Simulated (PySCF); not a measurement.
# Highest orbital energy against ionisation energy along group 13

Calculated with PySCF 2.14, no spin-orbit coupling. Each cell gives −ε(HOMO) / ΔSCF in eV; NIST values include spin-orbit coupling, (s) semi-empirical, (t) theoretical.

```
                                     species              UHF              LDA              PBE             PBE0           r2SCAN  NIST (lowest levels)
     B(2+) (aug-cc-pwCVTZ, non-relativistic)  37.821 / 37.817  32.358 / 37.895  32.645 / 38.282  34.046 / 38.224  32.880 / 37.855                37.931
    Al(2+) (aug-cc-pwCVTZ, non-relativistic)  28.061 / 28.040  24.541 / 28.818  24.431 / 28.818  25.449 / 28.681  24.633 / 28.380                28.448
Ga(2+) (aug-cc-pwCVTZ-PP with ECP10MDF, ECP)  29.739 / 29.629  26.998 / 31.899  26.614 / 31.522  27.540 / 31.135  27.057 / 31.332                30.726
In(2+) (aug-cc-pwCVTZ-PP with ECP28MDF, ECP)  26.765 / 26.619  24.642 / 29.093  24.239 / 28.677  25.045 / 28.287  24.499 / 28.381                28.044
Tl(2+) (aug-cc-pwCVTZ-PP with ECP60MDF, ECP)  28.413 / 28.158  26.139 / 30.751  25.741 / 30.304  26.631 / 29.955  26.013 / 30.119                29.852
```

Problem. How far is −ε(HOMO) from ΔSCF on average for each method, and why?

Solution. UHF 0.11 eV; LDA -4.76 eV; PBE -4.79 eV; PBE0 -3.51 eV; r2SCAN -4.20 eV. Hartree-Fock orbital energies lack relaxation and so exceed the ΔSCF value; semilocal functionals have convex E(N) from self-interaction, so their HOMO lies far too high; exact exchange moves hybrids part of the way back.
